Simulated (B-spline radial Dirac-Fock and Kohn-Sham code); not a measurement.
**Kohn-Sham estimates against Dirac-Fock for the levels of Tb²⁺**

System: the Tb²⁺ ion, [Xe] 4f9.

The density-functional columns are spherical, spin-unpolarised Dirac-Kohn-Sham results without Breit or QED terms: −ε is minus the orbital energy of the initial state and ΔSCF the difference of two total energies. The reference in the last column comes from multi-electron Dirac-Fock with separately optimised hole states, Breit and Lamb-shift corrections added in first order. All numbers are from a B-spline atomic structure program, in eV; a selection of levels is shown. For the 1s level of heavy atoms much of the gap between ΔSCF and the reference is the Breit and QED part, -227.0 eV here; for other levels the error of the functional can be larger.

```tsv
level	LDA −ε	LDA ΔSCF	PBE −ε	PBE ΔSCF	Dirac-Fock
K	51761.2	52226.9	51809.4	52276.5	52011.6
L1	8589.0	8672.3	8595.6	8678.6	8730.8
L2	8166.8	8273.2	8169.7	8275.9	8269.7
L3	7421.1	7516.1	7423.1	7517.9	7531.7
M1	1915.1	1938.9	1917.1	1940.7	1984.1
M2	1730.9	1756.3	1731.7	1757.0	1784.8
M3	1577.1	1600.6	1577.6	1601.0	1630.0
M4	1258.3	1286.4	1258.2	1286.2	1291.0
M5	1224.6	1252.1	1224.5	1251.9	1258.1
N1	389.8	400.4	390.7	401.2	422.3
N2	317.7	328.1	318.1	328.4	343.2
N3	283.2	293.4	283.8	293.9	309.0
N4	164.1	174.0	164.1	174.0	177.8
N5	157.9	167.7	157.9	167.7	171.7
N6,7	17.11	25.56	16.80	25.23	20.59
O1	61.57	68.66	61.32	68.38	70.13
O2	42.06	48.69	41.79	48.39	46.48
O3	37.59	43.95	37.38	43.72	42.05
```

Q: Order the estimates of the K (1s) level by their distance from the Dirac-Fock value, nearest first.
A. LDA ΔSCF
B. PBE −ε
C. PBE ΔSCF
D. LDA −ε

A: B (202.2 eV), A (215.3 eV), D (250.4 eV), C (264.9 eV).

An eigenvalue near the reference for a deep level is a cancellation of errors: it lacks relaxation, carries self-interaction and omits Breit and QED terms.

Values without a named source are computed, but for edge energies of neutral atoms, which are taken from tables.
